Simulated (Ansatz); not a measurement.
`CB(C)S` + CH₃OH → `COB(C)S` + CH₄ at 500 K and 1 bar (ligand exchange at a B–C bond).

Computed with Ansatz on PBE0-D4/def2-TZVP structures; ΔE is electronic, products minus reactants. CBS: MP2 limit from def2 TZ/QZ plus the TZ coupled-cluster correction, frozen cores. This one scheme is used for every species. Each species was taken in one conformer, which may not be the lowest.

| species | CCSD(T)/CBS energy (Eh) | H − E (kJ/mol) | S (J/(mol·K)) |
| --- | --- | --- | --- |
| `CB(C)S` | -502.93918 | 272.3 | 388.9 |
| CH₃OH | -115.61712 | 157.0 | 265.4 |
| `COB(C)S` | -578.14380 | 294.3 | 419.5 |
| CH₄ | -40.46206 | 135.6 | 206.8 |

H − E and S are ideal-gas, rigid-rotor, harmonic terms from PBE0-D4/def2-TZVP, for one conformer and one mirror image of each species. 1 Eh = 2625.50 kJ/mol, R = 8.31446 J/(mol·K).

Q: By hand: ΔE, ΔH, ΔS and ΔG.

A: ΔE = (-578.14380) + (-40.46206) − (-502.93918) − (-115.61712) = -0.04956 Eh = -130.1 kJ/mol. Δ(H − E) = 294.3 + 135.6 − 272.3 − 157.0 = 0.6, so ΔH = -129.5 kJ/mol. ΔS = 419.5 + 206.8 − 388.9 − 265.4 = -28.0 J/(mol·K). ΔG = -129.5 − 500 × (-28.0)/1000 = -115.5 kJ/mol.

Q: By hand: the equilibrium constant, and the temperature at which ΔG would vanish if ΔH and ΔS stayed fixed.

A: log₁₀ K = −ΔG/(RT ln 10) = 12.1. ΔG = 0 at ΔH/ΔS = 4625 K, far beyond where these terms or the molecules hold.

ΔH outweighs TΔS. A doubt of 5 kJ/mol in ΔE shifts log₁₀ K by 0.5 here. Other conformers and mirror images would add mixing entropy, several J/(mol·K) or more a flexible species. Modes under 60 cm⁻¹, often nearly free rotors, make the harmonic entropy too high. These are equilibria of isolated gas molecules and say nothing of rates. Largest T1 diagnostic: 0.012 (customary marks: 0.02 for closed shells, 0.045 for open ones).
